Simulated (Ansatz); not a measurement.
Ansatz results at the PBE0-D4/def2-TZVP geometry: LUMO energy (PBE0/def2-TZVPP) -1.06 eV; HOMO energy (B3LYP/def2-TZVPP) -6.57 eV; HOMO–LUMO gap (ωB97M-V/def2-TZVPP) 9.98 eV.

Each molecule was computed in one conformer, which needn't be the lowest.

Q: Which molecule gave them?
A. `CBB(C)F`
B. `C=C(Cl)I`
C. `F[SiH]1CN1`
D. `N=C=C([SiH3])[SeH]`

A: D. The others give `F[SiH]1CN1`: 0.45, -6.89, 11.50; `CBB(C)F`: -1.29, -7.41, 10.51; `C=C(Cl)I`: -1.27, -7.04, 10.13.

B3LYP here is the variant with VWN-RPA as its local correlation; programs differ in this.
